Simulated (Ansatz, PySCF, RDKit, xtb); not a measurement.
Noncovalent pair: H2O (SMILES O) (first 3 atoms) with CH2F2 (SMILES FCF); geometry from B3LYP-D3(BJ)/def2-TZVP.
(charge 0, multiplicity 1):
```xyz
8

O      0.24600     0.28892    -0.05210
H      0.38210    -0.47114    -0.62652
H     -0.54112     0.08412     0.46666
F      0.68803    -0.70511     3.74615
C      0.29158     0.43972     3.12719
F     -0.96071     0.22613     2.60234
H      0.96935     0.65678     2.30310
H      0.21389     1.23390     3.87017
```

Interaction energies are E(AB) − E(A) − E(B) at the monomers' geometry in the complex; basis-set methods are counterpoise corrected. Rows marked so take none. RDKit's UFF carries no charges.

Frozen-core correlation. Rows in 6-31G* carry no dispersion term and start afresh at each structure (6-31G* with six Cartesian d functions). MP2/6-31G* freezes PySCF's default core.

The values were computed with Ansatz (a first-principles code); PySCF for 6-31G* rows, M06-2X, the dispersion terms; RDKit for the force fields; xtb for the GFN methods. 

```
level                         interaction energy (kcal/mol)
----------------------------  -----------------------------
UFF                                                    3.26
GFN-FF                                                -2.91
PBE/def2-TZVPPD                                       -2.72
PBE-D3(BJ)/def2-TZVPPD                                -3.34
revPBE-D3(BJ)/def2-TZVPPD                             -2.45
PBE0-D4/def2-TZVPPD                                   -3.40
M06-2X/def2-TZVPPD                                    -3.75
MP2/6-31G* (no counterpoise)                          -5.64
CCSD(T)/aug-cc-pVDZ                                       …
```

**Question.** Some entries are withheld; supply them.

**Answer.** 
- CCSD(T)/aug-cc-pVDZ, interaction energy (kcal/mol): -3.09
